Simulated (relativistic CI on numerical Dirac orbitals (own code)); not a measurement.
Slater and spin-orbit integrals, Os36+

These numbers are calculated, not measured: Dirac-Coulomb-Breit CI, KLI orbitals optimised for each configuration, model QED, unscaled Slater integrals (own radial code, finite nucleus).

Slater integrals F^k, G^k are unscaled and averaged over j, outside the closed core [Ar] 3d10; ζ comes from projecting the Hamiltonian with its Breit term on Σ l·s of the shell.

- 4s2 4p6 4d4: F^2(4d,4d) = 244640, F^4(4d,4d) = 166630, ζ(4d) = 67455 cm⁻¹; <r>(4d) = 0.4101, <r^2>(4d) = 0.1923 (bohr units).
- 4s2 4p6 4d3 4f: F^2(4d,4d) = 244490, F^4(4d,4d) = 166520, ζ(4d) = 67385, F^2(4d,4f) = 246200, F^4(4d,4f) = 160320, G^1(4d,4f) = 250740, G^3(4d,4f) = 174000, G^5(4d,4f) = 128210, ζ(4f) = 11897 cm⁻¹; <r>(4d) = 0.4105, <r^2>(4d) = 0.1926, <r>(4f) = 0.3847, <r^2>(4f) = 0.1677 (bohr units).
- 4s2 4p5 4d5: ζ(4p) = 544140, F^2(4d,4d) = 244580, F^4(4d,4d) = 166580, F^2(4p,4d) = 245700, G^1(4p,4d) = 304770, G^3(4p,4d) = 195270, ζ(4d) = 67201 cm⁻¹; <r>(4p) = 0.4084, <r^2>(4p) = 0.1888, <r>(4d) = 0.4102, <r^2>(4d) = 0.1924 (bohr units).

Question: Give the Racah parameters of the d shell in 4s2 4p6 4d4.

Answer: B = F²/49 − 5F⁴/441 = 3104 cm⁻¹ and C = 35F⁴/441 = 13224 cm⁻¹.

Averages of the first 10 configurations, taken without configuration mixing, which lowers the lowest level and can move excited configurations by several eV; other configurations of the list can lie among them:

| Configuration | Parity | States | Average energy above the lowest level (eV) |
| --- | --- | --- | --- |
| 4s2 4p6 4d4 | even | 210 | 54.0 |
| 4s2 4p6 4d3 4f | odd | 1680 | 270.5 |
| 4s2 4p5 4d5 | odd | 1512 | 276.3 |
| 4s 4p6 4d5 | even | 504 | 460.2 |
| 4s 4p6 4d4 4f | odd | 5880 | 674.5 |
| 4s2 4p6 4d3 5s | even | 240 | 544.3 |
| 4s2 4p6 4d3 5d | even | 1200 | 719.7 |
| 4s2 4p6 4d3 5g | even | 2160 | 878.2 |
| 4p6 4d6 | even | 210 | 871.1 |
| 4p5 4d7 | odd | 720 | 1090.0 |
